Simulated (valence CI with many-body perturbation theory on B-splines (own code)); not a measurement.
## E1 transitions of Cr XIX

Level of theory: relativistic CI+MBPT: four valence electrons over a frozen Dirac-Fock core [He], radial functions for each j: 11 s, 11 p, 10 d, 8 f, 5 g, 2 h, with the one-electron correlation potential Σ1, the two-electron term Σ2, the three-electron term Σ3, Breit, model QED; selected CI, second order for the rest, scaled by the run's own slope (own B-spline code, finite nucleus).

No measured levels were compared; by estimate levels of excited configurations hold to 0.05 to 0.15 % of their energy, terms of the ground configuration to about 0.5 %. Among the levels kept, up to 850 cm⁻¹ of a level comes from second order outside the variational space, and about a tenth of that is noise between levels of different J, which matters for small intervals.

Lines 201 to 250 of 552 in falling wavelength, among levels below 71.840 Ry, chosen from the strongest by gf and those to the six lowest levels. Wavelengths and rates use the calculated energies, so an error of 500 cm⁻¹ moves a line at 13.85 nm by 0.069 % and its rate by three times that or more. Electric multipoles are in the length gauge with retardation, E1 and E2 with the static RPA response of the core. Weak lines are less certain than strong ones. Lines between different terms over intervals too small for the method are left out, as are lines whose strength nearly cancels. The highest levels of a list are the least certain.

Names give the largest LS component (configuration and term), which can be under half, so a name can repeat, a term be missing and a line seem to break the LS rules; names also repeat where a configuration has a term twice. Letters in brackets count levels of one name in rising energy.

```csv
λ vac (nm),Upper,Lower,A (s⁻¹),log gf,Branch %
13.85,2s 2p3 3P°_2,2s2 2p2 3P_2,1.57e+10,-0.65,95.1
13.82,2s 2p2 3d 1D_2 [b],2s2 2p 3d 1P°_1,6.13e+09,-1.06,0.2
13.78,2p3 3d 5D°_3,2s 2p2 3d 5F_4,8.56e+09,-0.77,12.4
13.74,2p3 3d 5D°_4,2s 2p2 3d 5F_4,7.98e+09,-0.69,19.0
13.67,2p3 3p 5P_3,2s 2p2 3p 5D°_3,9.76e+09,-0.72,0.5
13.53,2s 2p2 3d 3F_2 [c],2s2 2p 3d 3D°_1,8.48e+09,-0.93,0.1
13.49,2s 2p3 3P°_0,2s2 2p2 3P_1,1.80e+10,-1.31,100.0
13.47,2p3 3s 5S°_2,2s 2p2 3s 5P_2,1.40e+10,-0.72,12.8
13.40,2s 2p3 3P°_1,2s2 2p2 3P_1,1.12e+10,-1.04,60.7
13.38,2p3 3p 5P_2,2s 2p2 3p 5D°_2,8.42e+09,-0.95,0.4
13.34,2p3 3s 3S°_1,2s 2p2 3s 3P_1 [a],1.52e+10,-0.91,0.6
13.33,2p3 3d 5D°_3,2s 2p2 3d 5F_3,8.36e+09,-0.81,12.2
13.22,2s 2p2 3d 3D_3 [d],2s2 2p 3d 3D°_3,6.08e+09,-0.95,0.1
13.21,2s 2p3 3P°_2,2s2 2p2 3P_1,6.94e+08,-2.04,4.2
13.16,2s 2p2 3d 1F_3 [b],2s2 2p 3d 1F°_3,2.64e+10,-0.32,0.1
13.12,2p3 3d 5D°_2,2s 2p2 3d 5F_2,9.06e+09,-0.93,6.4
13.11,2s 2p2 3d 3D_3 [c],2s2 2p 3d 1D°_2 [a],6.90e+09,-0.90,0.1
13.10,2p4 3P_2,2s 2p3 3D°_3,2.59e+10,-0.48,49.6
13.06,2s 2p2 3d 3D_3 [e],2s2 2p 3d 3P°_2,5.58e+09,-1.00,0.2
12.99,2s 2p2 3d 3D_3 [c],2s2 2p 3d 3F°_3,1.29e+10,-0.64,0.2
12.91,2p3 3s 1P°_1,2s 2p2 3s 1D_2,2.23e+10,-0.78,0.9
12.88,2p3 3s 5S°_2,2s 2p2 3s 5P_1,9.95e+09,-0.91,9.0
12.86,2s 2p2 3s 3S_1,2s2 2p 3s 3P°_1,2.33e+10,-0.76,1.2
12.85,2s 2p2 3d 3D_3 [e],2s2 2p 3d 3D°_3,7.59e+09,-0.88,0.3
12.85,2p3 3s 3P°_1,2s 2p2 3s 3D_2,1.65e+10,-0.91,1.1
12.84,2p4 3P_2,2s 2p3 3D°_2,1.07e+10,-0.88,20.5
12.78,2s 2p2 3p 3D°_2 [c],2s2 2p 3p 3D_2,1.63e+10,-0.70,2.4
12.77,2s 2p2 3d 3F_4 [c],2s2 2p 3d 3F°_4,2.38e+10,-0.28,0.9
12.75,2s 2p2 3p 1D°_2 [b],2s2 2p 3p 1D_2,2.85e+10,-0.46,5.6
12.75,2s 2p2 3d 3D_3 [d],2s2 2p 3d 3F°_4,1.76e+10,-0.52,0.3
12.75,2s 2p2 3p 3D°_2 [c],2s2 2p 3p 1P_1,9.98e+09,-0.92,1.5
12.74,2s 2p2 3s 3S_1,2s2 2p 3s 3P°_0,1.24e+10,-1.04,0.6
12.74,2s 2p2 3p 3P°_1 [c],2s2 2p 3p 3D_2,3.21e+10,-0.63,2.0
12.74,2s 2p2 3p 3S°_1 [b],2s2 2p 3p 3P_2,1.43e+10,-0.98,0.6
12.73,2s 2p2 3p 3P°_2 [d],2s2 2p 3p 3P_2,1.93e+10,-0.63,1.4
12.72,2s 2p2 3s 3P_1 [b],2s2 2p 3s 3P°_2,3.34e+10,-0.61,1.8
12.72,2s 2p2 3d 3D_2 [c],2s2 2p 3d 3F°_3,3.27e+10,-0.40,0.7
12.72,2s 2p2 3p 3P°_0 [c],2s2 2p 3p 3D_1,3.69e+10,-1.05,3.8
12.70,2s 2p2 3s 3P_0 [b],2s2 2p 3s 3P°_1,3.80e+10,-1.04,2.0
12.69,2s 2p2 3d 1P_1 [b],2s2 2p 3d 1D°_2 [b],2.06e+10,-0.83,0.2
12.66,2s 2p2 3p 3S°_1 [b],2s2 2p 3p 3S_1,1.72e+10,-0.91,0.7
12.63,2s 2p2 3p 3D°_3 [c],2s2 2p 3p 3D_3,2.91e+10,-0.31,2.3
12.63,2s 2p2 3p 3P°_2 [c],2s2 2p 3p 3D_3,2.70e+10,-0.49,5.1
12.63,2s 2p3 1D°_2,2s2 2p2 1D_2,4.05e+10,-0.32,88.5
12.63,2s 2p3 1P°_1,2s2 2p2 1S_0,1.48e+10,-0.97,20.0
12.62,2s 2p2 3d 3F_2 [c],2s2 2p 3d 3F°_2,1.18e+10,-0.85,0.2
12.59,2s 2p2 3s 1P_1,2s2 2p 3s 1P°_1,4.53e+10,-0.49,1.3
12.59,2s 2p3 3P°_1,2s2 2p2 3P_0,3.92e+09,-1.55,21.3
12.58,2s 2p2 3d 3P_2 [c],2s2 2p 3d 3D°_3,2.96e+10,-0.45,0.2
12.56,2s 2p2 3d 3P_1 [c],2s2 2p 3d 3P°_2,2.54e+10,-0.74,0.2
```
